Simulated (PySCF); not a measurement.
Species: C5H3NOS.
Numbering: `[N:1]#[C:2][S:3][c:4]1[cH:5][cH:6][o:7][cH:8]1` (hydrogens: H9 on C5; H10 on C6; H11 on C8)

Structure optimised with GFN2-xTB, isolated species.

Problem. Give the optimised bond lengths and angles.

Solution. 
| bond | length (Å) | order |
| --- | --- | --- |
| N1≡C2 | 1.146 | triple |
| C2–S3 | 1.678 | single |
| S3–C4 | 1.767 | single |
| C4–C5 | 1.420 | aromatic |
| C5–C6 | 1.359 | aromatic |
| C6–O7 | 1.341 | aromatic |
| O7–C8 | 1.340 | aromatic |
| C4–C8 | 1.366 | aromatic |
| C5–H9 | 1.069 | single |
| C6–H10 | 1.072 | single |
| C8–H11 | 1.071 | single |

Orders are formal, as drawn. A selection of angles:
| angle | degrees |
| --- | --- |
| N1–C2–S3 | 179.4 |
| C2–S3–C4 | 97.9 |
| S3–C4–C5 | 124.6 |
| S3–C4–C8 | 128.9 |
| C5–C4–C8 | 106.5 |
| C4–C5–C6 | 105.2 |
| C5–C6–O7 | 110.9 |
| C6–O7–C8 | 107.7 |
| C4–C8–O7 | 109.7 |

Dihedral angles: C2–S3–C4–C5 -166° (antiperiplanar). The mirror-image conformer, all signs reversed, is as good.

The 2 C–S bonds span 1.678 Å (C2–S3, drawn single) to 1.767 Å (S3–C4, drawn single), a spread of 0.089 Å. S3 (sulfur bonded to 2 C) is bent (angle 97.9°). The 5-membered ring C4–C5–C6–O7–C8 has internal angles of 105.2° to 110.9° (sum 540°, against 540° for a flat polygon); it is planar, 0.00 Å rms from its mean plane, widest ring torsion 0°. Of the pairs four or more bonds apart, C2···H11 is among the closest relative to their van der Waals radii: 2.76 Å, 95 % of the sum of Bondi's values. The C–C distances run from 1.359 Å (C5–C6, aromatic) to 1.420 Å (C4–C5, aromatic), a spread of 0.061 Å.

Point group: C1 (no symmetry element, even within 0.4 Å). Whether it is a minimum is left open (no frequencies). The numbers are those of one conformer.

All values are computed, not measured.
